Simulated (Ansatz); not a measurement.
`[Cl][Al]([Cl])[Br]` + HCl → aluminium trichloride + HBr at 400 K and 1 bar (ligand exchange at the Al–Br bond).

Computed with Ansatz on PBE0-D4/def2-TZVP structures; ΔE is electronic, products minus reactants. CCSD(T)/CBS adds triple-zeta CCSD(T) − MP2 to the extrapolated MP2 energy (def2 sets, frozen cores). This one scheme is used for every species. For Br outer-core shells are correlated without core-valence functions, which leaves a few kJ/mol of doubt a bond. Scalar relativity is left out up to krypton.

| species | CCSD(T)/CBS energy (Eh) | H − E (kJ/mol) | S (J/(mol·K)) |
| --- | --- | --- | --- |
| `[Cl][Al]([Cl])[Br]` | -3735.10209 | 36.2 | 356.4 |
| HCl | -460.38127 | 29.6 | 195.4 |
| `[Cl][Al]([Cl])[Cl]` | -1621.56364 | 36.7 | 335.2 |
| HBr | -2573.91920 | 27.6 | 207.2 |

H − E and S are ideal-gas, rigid-rotor, harmonic terms from PBE0-D4/def2-TZVP. 1 Eh = 2625.50 kJ/mol, R = 8.31446 J/(mol·K).

Problem. By hand: ΔE, ΔH, ΔS and ΔG.

Solution. ΔE = (-1621.56364) + (-2573.91920) − (-3735.10209) − (-460.38127) = 0.00052 Eh = 1.4 kJ/mol. Δ(H − E) = 36.7 + 27.6 − 36.2 − 29.6 = -1.5, so ΔH = -0.1 kJ/mol. ΔS = 335.2 + 207.2 − 356.4 − 195.4 = -9.4 J/(mol·K). ΔG = -0.1 − 400 × (-9.4)/1000 = 3.7 kJ/mol.

Problem. By hand: the equilibrium constant, and the temperature at which ΔG would vanish if ΔH and ΔS stayed fixed.

Solution. log₁₀ K = −ΔG/(RT ln 10) = -0.5. ΔG = 0 at ΔH/ΔS = 11 K, though so small a ΔH makes that figure unsure.

TΔS isn't small against ΔH here. The sign of ΔG lies within the doubt. A doubt of 5 kJ/mol in ΔE shifts log₁₀ K by 0.7 here. These are equilibria of isolated gas molecules and say nothing of rates. Largest T1 diagnostic: 0.008 (customary marks: 0.02 for closed shells, 0.045 for open ones).
